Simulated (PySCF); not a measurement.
H4O4Ti, charge -1, doublet, at the geometry of the source list (the multiplicity is a formal guess); DF-BLYP/pc-1 run with PySCF.

PySCF was given this input:
```python
from pyscf import gto, scf, dft

mol = gto.Mole()
mol.atom = '''
    Ti    0.020000   -0.090800   -0.042500
    O     1.362500   -0.374600   -1.084900
    H     2.292900   -0.178900   -1.208000
    O     0.504000    0.050400    1.609400
    H     0.566300    0.831900    2.166700
    O    -0.727600    1.423000   -0.469100
    H    -1.265900    1.554000   -1.256200
    O    -1.175500   -1.344500   -0.207200
    H    -1.576600   -1.870500    0.491700
'''
mol.basis = 'pc-1'
mol.charge = -1
mol.spin = 1
mol.verbose = 4
mol.build()

mf = dft.UKS(mol)
mf.xc = 'blyp'
mf = mf.density_fit(auxbasis='def2-universal-jkfit')
mf.kernel()
mf.analyze()
```

It wrote (shortened):

```
PySCF version 2.14.0

[INPUT] verbose = 4
[INPUT] num. atoms = 9
[INPUT] num. electrons = 59
[INPUT] charge = -1
[INPUT] spin (= nelec alpha-beta = 2S) = 1
[INPUT] symmetry False subgroup None
[INPUT] Mole.unit = angstrom
[INPUT] Symbol           X                Y                Z      unit          X                Y                Z       unit  Magmom
[...]
nuclear repulsion = 339.004350999513
number of shells = 24
number of NR pGTOs = 200
number of NR cGTOs = 107
basis = pc-1
ecp = {}

******** <class 'pyscf.df.df_jk.DFUKS'> ********
method = DFUKS
initial guess = minao
damping factor = 0
level_shift factor = 0
DIIS = <class 'pyscf.scf.diis.CDIIS'>
diis_start_cycle = 1
diis_space = 8
diis_damp = 0
SCF conv_tol = 1e-09
SCF conv_tol_grad = None
SCF max_cycles = 50
direct_scf = False
number electrons alpha = 30  beta = 29
XC library pyscf.dft.libxc version 7.1.2
    S. Lehtola, C. Steigemann, M. J. T. Oliveira, and M. A. L. Marques,  SoftwareX 7, 1–5 (2018)
XC functionals = blyp
    A. D. Becke,  Phys. Rev. A 38, 3098 (1988)
    C. Lee, W. Yang, and R. G. Parr,  Phys. Rev. B 37, 785 (1988)
    B. Miehlich, A. Savin, H. Stoll, and H. Preuss,  Chem. Phys. Lett. 157, 200 (1989)
radial grids:
    Treutler-Ahlrichs [JCP 102, 346 (1995); DOI:10.1063/1.469408] (M4) radial grids

becke partition: Becke, JCP 88, 2547 (1988); DOI:10.1063/1.454033
pruning grids: <function nwchem_prune>
grids dens level: 3
symmetrized grids: False
atomic radii adjust function: <function treutler_atomic_radii_adjust>
small_rho_cutoff = 0
Set gradient conv threshold to 3.16228e-05
tot grids = 116464
init E= -1153.09306444717

cycle= 1 E= -1152.17535526883  delta_E= 0.918  |g|= 1.27  |ddm|= 2.36
cycle= 2 E= -1149.42031675211  delta_E= 2.76  |g|= 2.72  |ddm|= 9.27
cycle= 3 E= -1152.76618480743  delta_E= -3.35  |g|= 0.331  |ddm|= 7.53
cycle= 4 E= -1152.44113068503  delta_E= 0.325  |g|= 0.895  |ddm|= 3.47
cycle= 5 E= -1152.79229129344  delta_E= -0.351  |g|= 0.235  |ddm|= 3.86
cycle= 6 E= -1152.75427983873  delta_E= 0.038  |g|= 0.338  |ddm|= 3.85
cycle= 7 E= -1152.82042024498  delta_E= -0.0661  |g|= 0.0797  |ddm|=  3.2
cycle= 8 E= -1152.82367116077  delta_E= -0.00325  |g|= 0.0477  |ddm|= 0.448
cycle= 9 E= -1152.82260861627  delta_E= 0.00106  |g|= 0.0574  |ddm|= 0.735
cycle= 10 E= -1152.82454682468  delta_E= -0.00194  |g|= 0.0169  |ddm|= 0.747
cycle= 11 E= -1152.82456466053  delta_E= -1.78e-05  |g|= 0.0171  |ddm|= 0.383
cycle= 12 E= -1152.82473489837  delta_E= -0.00017  |g|= 0.00632  |ddm|= 0.113
cycle= 13 E= -1152.82476031765  delta_E= -2.54e-05  |g|= 0.00183  |ddm|= 0.0501
cycle= 14 E= -1152.82476233535  delta_E= -2.02e-06  |g|= 0.000365  |ddm|= 0.0188
cycle= 15 E= -1152.82476236159  delta_E= -2.62e-08  |g|= 0.000287  |ddm|= 0.00111
cycle= 16 E= -1152.82476239307  delta_E= -3.15e-08  |g|= 0.00019  |ddm|= 0.00105
cycle= 17 E= -1152.82476241717  delta_E= -2.41e-08  |g|= 2.23e-05  |ddm|= 0.00175
cycle= 18 E= -1152.82476241735  delta_E= -1.82e-10  |g|= 1.77e-05  |ddm|= 0.000138
Extra cycle  E= -1152.82476236842  delta_E= 4.89e-08  |g|= 0.000272  |ddm|= 0.00282
SCF not converged.
SCF energy = -1152.82476236842 after 50 cycles  <S^2> = 0.75058056  2S+1 = 2.0005805
**** SCF Summaries ****
Total Energy =                       -1152.824762368419442
Nuclear Repulsion Energy =             339.004350999512553
One-electron Energy =                -2270.444223632892772
Two-electron Energy =                  778.615110264960776
Two-electron Coulomb Energy =          856.974170071596632
DFT Exchange-Correlation Energy =      -78.359059806635869
**** MO energy ****
                             alpha | beta                alpha | beta
[...]
To work with the spin densities directly, `use mulliken_meta_spin()` only printing them here.

 ** Mulliken spin pop alpha/beta on meta-lowdin orthogonal AOs **
 ** Mulliken Spin Density (per AO)  **
spin_pop of  0 Ti 1s        0.00000
spin_pop of  0 Ti 2s       -0.00000
spin_pop of  0 Ti 3s        0.00000
[...]
spin_pop of  0 Ti 4f+3      0.00005
spin_pop of  1 O 1s        0.00000
spin_pop of  1 O 2s        0.03562
spin_pop of  1 O 3s        0.00608
spin_pop of  1 O 2px      -0.00014
spin_pop of  1 O 2py      -0.00029
spin_pop of  1 O 2pz      -0.00125
spin_pop of  1 O 3px       0.00055
spin_pop of  1 O 3py       0.00009
spin_pop of  1 O 3pz       0.00020
spin_pop of  1 O 3dxy      0.00000
spin_pop of  1 O 3dyz      0.00000
spin_pop of  1 O 3dz^2     0.00001
spin_pop of  1 O 3dxz      0.00012
spin_pop of  1 O 3dx2-y2    0.00014
spin_pop of  2 H 1s        0.05273
spin_pop of  2 H 2s        0.01738
spin_pop of  2 H 2px       0.00005
spin_pop of  2 H 2py       0.00012
spin_pop of  2 H 2pz       0.00003
spin_pop of  3 O 1s       -0.00000
spin_pop of  3 O 2s        0.00854
spin_pop of  3 O 3s        0.00147
spin_pop of  3 O 2px      -0.00045
spin_pop of  3 O 2py       0.01114
spin_pop of  3 O 2pz      -0.00043
spin_pop of  3 O 3px       0.00036
spin_pop of  3 O 3py       0.00019
spin_pop of  3 O 3pz       0.00151
spin_pop of  3 O 3dxy      0.00001
spin_pop of  3 O 3dyz      0.00024
spin_pop of  3 O 3dz^2     0.00013
spin_pop of  3 O 3dxz      0.00003
spin_pop of  3 O 3dx2-y2    0.00004
spin_pop of  4 H 1s        0.00285
spin_pop of  4 H 2s        0.00328
spin_pop of  4 H 2px      -0.00000
spin_pop of  4 H 2py       0.00011
spin_pop of  4 H 2pz       0.00000
spin_pop of  5 O 1s        0.00000
spin_pop of  5 O 2s        0.04156
spin_pop of  5 O 3s        0.00646
spin_pop of  5 O 2px       0.00193
spin_pop of  5 O 2py       0.00112
spin_pop of  5 O 2pz      -0.00792
spin_pop of  5 O 3px       0.00003
spin_pop of  5 O 3py       0.00043
spin_pop of  5 O 3pz       0.00002
spin_pop of  5 O 3dxy      0.00005
spin_pop of  5 O 3dyz     -0.00001
spin_pop of  5 O 3dz^2    -0.00001
spin_pop of  5 O 3dxz      0.00003
spin_pop of  5 O 3dx2-y2    0.00001
spin_pop of  6 H 1s        0.07511
spin_pop of  6 H 2s        0.01503
spin_pop of  6 H 2px      -0.00001
spin_pop of  6 H 2py       0.00005
spin_pop of  6 H 2pz       0.00009
spin_pop of  7 O 1s        0.00000
spin_pop of  7 O 2s        0.03556
spin_pop of  7 O 3s        0.00631
spin_pop of  7 O 2px      -0.00152
spin_pop of  7 O 2py       0.00464
spin_pop of  7 O 2pz      -0.00300
spin_pop of  7 O 3px       0.00125
spin_pop of  7 O 3py       0.00014
spin_pop of  7 O 3pz      -0.00000
spin_pop of  7 O 3dxy      0.00015
spin_pop of  7 O 3dyz      0.00002
spin_pop of  7 O 3dz^2    -0.00000
spin_pop of  7 O 3dxz     -0.00001
spin_pop of  7 O 3dx2-y2    0.00004
spin_pop of  8 H 1s        0.04866
spin_pop of  8 H 2s        0.01229
spin_pop of  8 H 2px       0.00001
spin_pop of  8 H 2py      -0.00001
spin_pop of  8 H 2pz       0.00016
 ** Mulliken Spin Density (per atom)  **
spin density of  0 Ti =      0.62091
spin density of  1 O =      0.04112
spin density of  2 H =      0.07032
spin density of  3 O =      0.02277
spin density of  4 H =      0.00623
spin density of  5 O =      0.04370
spin density of  6 H =      0.09027
spin density of  7 O =      0.04357
spin density of  8 H =      0.06111
 ** Mulliken pop alpha/beta on meta-lowdin orthogonal AOs **
 ** Mulliken pop       alpha | beta **
In total            30.00000 | 29.00000
 ** Mulliken atomic charges   ( Nelec_alpha | Nelec_beta ) **
charge of  0Ti =      0.77572  (    10.92260     10.30169 )
charge of  1O =     -0.70407  (     4.37259      4.33147 )
charge of  2H =      0.24408  (     0.41312      0.34280 )
charge of  3O =     -0.68281  (     4.35279      4.33002 )
charge of  4H =      0.30067  (     0.35278      0.34655 )
charge of  5O =     -0.70397  (     4.37384      4.33013 )
charge of  6H =      0.22963  (     0.43032      0.34005 )
charge of  7O =     -0.71078  (     4.37717      4.33361 )
charge of  8H =      0.25154  (     0.40479      0.34367 )

WARN: System has nonzero charge -1; the dipole moment is origin-dependent.
Location of origin: [0. 0. 0.]

Dipole moment(X, Y, Z, Debye):  0.47441,  0.92231,  1.57253
```

Convergence was not reached.
